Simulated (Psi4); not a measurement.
Cl4Hf, singlet, at a GFN2-xTB geometry (such geometries of metal compounds can be far from the true shape) (core potentials on Hf).

Psi4 was given this input:
```
memory 2 GB

molecule {
0 1
  Hf   -0.00000000    0.00000000   -0.00000000
  Cl    1.78045031   -0.57805925   -1.23717810
  Cl    0.66517234    0.48418292    2.08755314
  Cl   -0.98826069    1.79908379   -0.90631327
  Cl   -1.45736195   -1.70520746    0.05593824
}

set basis def2-svp

energy('scf')
print_variables()
```

Question: Estimate the number of basis functions that HF/def2-SVP (Psi4 1.11) returns for this input.

Answer: 104

Question: Give the dipole moment at the level HF/def2-SVP.

Answer: 0.00 D

Question: What total energy does HF/def2-SVP give?

Answer: -1885.2191 Eh

Question: Estimate the nuclear repulsion energy that HF/def2-SVP returns for this input.

Answer: 442.8670 Eh
